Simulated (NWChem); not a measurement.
## Correlation energy of AuCl

SMILES: [Au][Cl]
```xyz
2

Au     0.0000     0.0000    -0.3990
Cl     0.0000     0.0000     1.8540
```
Charge 0, spin multiplicity 1.

The numbers come from NWChem runs, not from measurements. Structure: optimised with PBE0/def2-SVP with def2 effective core potentials on Au, a minimum by its harmonic frequencies.

Basis set: def2-SVP. Each correlation energy counts from its own Hartree-Fock reference.

Effective core potentials replace the inner electrons of Au; spin-orbit coupling is left out. The correlated methods keep 9 core orbitals frozen. The structure started from a generated list of species. Coupled-cluster values serve here as a point of comparison, not as the truth.

Question: Order these methods by the correlation energy they give, lowest first: MP2, SCS-MP2, CCSD+T(CCSD), CCSD.

Answer: CCSD+T(CCSD) (-403.5 mHa), CCSD (-392.8 mHa), MP2 (-391.8 mHa), SCS-MP2 (-359.0 mHa)
